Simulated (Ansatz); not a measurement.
The cluster AlSi5: single points at one geometry.

```yaml
crystal:
  periodic: [false, false, false]
  atoms:
    - {symbol: Al, position_ang: [-1.195621, -0.485862, -0.669220]}
    - {symbol: Si, position_ang: [-0.239111, -2.647840, 0.110709]}
    - {symbol: Si, position_ang: [1.163588, -0.876854, 0.286855]}
    - {symbol: Si, position_ang: [-2.097552, 1.596494, 0.352073]}
    - {symbol: Si, position_ang: [0.159355, 1.421623, 0.407311]}
    - {symbol: Si, position_ang: [2.209331, 0.992429, -0.487728]}
basis:
  gaussian: {orbitals: def2-TZVP, initial_orbitals: start.molden}
magnetization: {spin_polarized: true, initial_magnetization: 1}
hamiltonian: {xc: pbe, dispersion: d4}
scf: {omitted_lower_state_checks: [starts]}
output: {forces: true, orbitals: {seedname: orbitals}}
```

The file start.molden holds the orbitals of an earlier run on this structure, at another level or in another basis.

```sh
$ ansatz run in.yaml --threads 4 --pin off --events-out ev --progress --plain --max-ram 4787MiB
```

Shortened log:

```
Functional definition: PBE
1519 factors; their error is unknown
mean field evaluation 1: about -45960.1800 eV, gradient 1.0e1 eV
mean field evaluation 2: about -45960.3339 eV, gradient 2.7e-1 eV
mean field evaluation 4: about -45960.3096 eV, gradient 2.5e-2 eV
mean field evaluation 8: about -45960.3096 eV, gradient 8.5e-5 eV
mean field -45960.30960629 eV, -1689.0102250143 hartree, gradient 3.7e-5 eV, S^2 0.775182; 0 other end points of the search recorded, 0 dependent functions left out
reference -45960.30964515 eV, -1689.0102264426 hartree; 42, 41 occupied and 180, 181 virtual orbitals, 1519 factors
Total energy: -45960.74068703 eV, -1689.0260669394 hartree
Atom 0 at    -1.195621    -0.485862    -0.669220 Å, force    -0.046721    -0.017340    -0.114009 eV/Å
Atom 1 at    -0.239111    -2.647840     0.110709 Å, force    -0.007778    -0.059640     0.014790 eV/Å
Atom 2 at     1.163588    -0.876854     0.286855 Å, force     0.088441    -0.072457     0.064966 eV/Å
Atom 3 at    -2.097552     1.596494     0.352073 Å, force    -0.056947     0.035736     0.020669 eV/Å
Atom 4 at     0.159355     1.421623     0.407311 Å, force     0.019466     0.107762     0.074681 eV/Å
Atom 5 at     2.209331     0.992429    -0.487728 Å, force     0.003539     0.005937    -0.061098 eV/Å
Dipole moment:     0.043629     0.026680    -0.122000 e Å
Checks for a lower state left out: starts
```

Hardware: 4 threads of AMD EPYC 9B14 on a shared host. Wall time 4.1 s.

First input, but with `hamiltonian: {xc: r2scan, dispersion: d4}`, `output: {orbitals: {seedname: orbitals}}` (abridged; 11 s):

```
Functional definition: r2SCAN
mean field -45979.02292926 eV, -1689.6979269490 hartree, gradient 2.4e-5 eV, S^2 0.834131
Total energy: -45979.11235907 eV, -1689.7012134340 hartree
Checks for a lower state left out: starts
```

First input, but with `hamiltonian: {xc: {name: B3LYP}, dispersion: d4}`, `output: {orbitals: {seedname: orbitals}}` (abridged; 8 s):

```
Functional definition: B3LYP
mean field -45985.46321650 eV, -1689.9346031399 hartree, gradient 1.4e-5 eV, S^2 0.796338
Total energy: -45986.18430360 eV, -1689.9611026022 hartree
Checks for a lower state left out: starts
```

As the first input, with `hamiltonian: {xc: {name: r2SCAN0}, dispersion: d4}`, `output: {orbitals: {seedname: orbitals}}` (abridged; 29 s):

```
Functional definition: r2SCAN0
mean field -45977.92415660 eV, -1689.6575477986 hartree, gradient 2.3e-5 eV, S^2 0.905630
Total energy: -45978.04240297 eV, -1689.6618932727 hartree
Checks for a lower state left out: starts
```

First input, but with `correlation: {method: ccsd_t}`, `scf: {omitted_lower_state_checks: [starts, cluster_reference]}`, `output: {orbitals: {seedname: orbitals}}` and without the key `hamiltonian` (abridged; 7.2 min):

```
Functional definition: HF
mean field evaluation 16: about -45891.0478 eV, gradient 1.6e-6 eV
mean field -45891.04780657 eV, -1686.4649008219 hartree, gradient 7.9e-6 eV, S^2 1.573121
30 core orbitals not correlated: weight in the atoms' cores, before any rotation towards them, 1.000 or more for the frozen orbitals, at most 0.000 for the correlated occupied ones
second order -15.96390484 eV of doubles, -0.00000000 eV of singles
cycle   1  -15.90942078 eV  change    5.4e-2 eV  update   2.1e-1
cycle   2  -16.69688709 eV  change   -7.9e-1 eV  update   8.2e-2
cycle   3  -16.98902779 eV  change   -2.9e-1 eV  update   6.3e-2
cycle   4  -17.04131072 eV  change   -5.2e-2 eV  update   3.6e-2
cycle   5  -17.08511173 eV  change   -4.4e-2 eV  update   2.4e-2
cycle   6  -17.10342727 eV  change   -1.8e-2 eV  update   1.2e-2
cycle   7  -17.10794274 eV  change   -4.5e-3 eV  update   7.0e-3
cycle   8  -17.11729685 eV  change   -9.4e-3 eV  update   4.1e-3
cycle   9  -17.11821175 eV  change   -9.1e-4 eV  update   2.4e-3
cycle  10  -17.11713177 eV  change    1.1e-3 eV  update   1.5e-3
cycle  11  -17.11769733 eV  change   -5.7e-4 eV  update   9.1e-4
cycle  12  -17.11805334 eV  change   -3.6e-4 eV  update   5.3e-4
cycle  13  -17.11823030 eV  change   -1.8e-4 eV  update   3.0e-4
cycle  14  -17.11828827 eV  change   -5.8e-5 eV  update   1.7e-4
cycle  15  -17.11810960 eV  change    1.8e-4 eV  update   9.2e-5
cycle  16  -17.11814391 eV  change   -3.4e-5 eV  update   5.6e-5
cycle  17  -17.11817055 eV  change   -2.7e-5 eV  update   3.2e-5
cycle  18  -17.11818069 eV  change   -1.0e-5 eV  update   1.9e-5
perturbative correction -1.69022262 eV, -0.0621145355 hartree
Total energy: -45909.85620987 eV, -1687.1560968945 hartree
Checks for a lower state left out: starts, cluster_reference
```

As the first input, with `gaussian: {orbitals: def2-SVP, initial_orbitals: start.molden}`, `hamiltonian: {xc: pbe0, dispersion: d4}`, `output: {orbitals: {seedname: orbitals}}` (abridged; 2.5 s):

```
Functional definition: PBE0
mean field -45947.86015805 eV, -1688.5527162300 hartree, gradient 2.0e-5 eV, S^2 0.815911
Total energy: -45948.23647685 eV, -1688.5665456910 hartree
Checks for a lower state left out: starts
```

First input, but with `hamiltonian: {xc: pbe}`, `correlation: {method: rpa}` and without the key `output` (abridged; 6 s):

```
Functional definition: PBE
mean field -45960.30957791 eV, -1689.0102239715 hartree, gradient 4.4e-6 eV, S^2 0.775181
30 core orbitals not correlated: weight in the atoms' cores, before any rotation towards them, 1.000 or more for the frozen orbitals, at most 0.000 for the correlated occupied ones
Total energy: -45917.33498322 eV, -1687.4309367457 hartree
Checks for a lower state left out: starts
```

Geometry: r2SCAN-D4/def2-SVP.

B3LYP takes the VWN-RPA correlation. Correlated methods freeze 30 core orbitals. At r2SCAN-D4/def2-TZVP, r2SCAN0-D4/def2-TZVP, CCSD(T)/def2-TZVP the charge 0 doublet is spin-contaminated (final ⟨S²⟩ up to 1.57, 0.75 for a pure state). At CCSD(T)/def2-TZVP T1 of the charge 0 doublet is large (up to 0.064), so the single-reference result is doubtful. Another isomer (doublet) lies 2.07 eV lower at PBE0-D4/def2-TZVP; other spin states weren't run for this one.
